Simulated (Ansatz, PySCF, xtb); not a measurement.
Donor–acceptor adduct: GaH3 (SMILES [GaH3]) (first 4 atoms) with NH3 (SMILES N); geometry from B3LYP-D3(BJ)/def2-TZVP, rigid monomers moved along the line of their centres of mass till Ga1···N5 is 1.96 Å.
(charge 0, multiplicity 1):
```xyz
8

Ga     0.470    -0.368     0.771
H      0.087    -1.901     0.839
H     -0.281     0.541    -0.283
H      1.929     0.056     1.214
N     -0.488     0.226     2.377
H     -1.481     0.040     2.290
H     -0.144    -0.260     3.198
H     -0.362     1.222     2.520
```

Monomers are frozen at their geometry in the pair; levels with a basis set take the counterpoise correction. Rows marked so take none.

Rows in 6-31G*, STO-3G carry no dispersion term and start afresh at each structure (6-31G* with six Cartesian d functions); the Pople sets are all-electron and without relativity.

Programs: Ansatz (an electronic-structure program) with Gaussian orbitals; PySCF for 6-31G* rows, STO-3G rows, the dispersion terms; xtb for the GFN methods. 

Q: One of these levels gives -21.39 kcal/mol for the interaction energy. Name it.
A) GFN2-xTB
B) PBE-D3(BJ)/def2-TZVPPD
C) HF/6-31G*
D) HF/STO-3G (no counterpoise)

A: B, PBE-D3(BJ)/def2-TZVPPD. The others give -28.38 (GFN2-xTB), -53.94 (HF/STO-3G (no counterpoise)), -17.01 (HF/6-31G*)
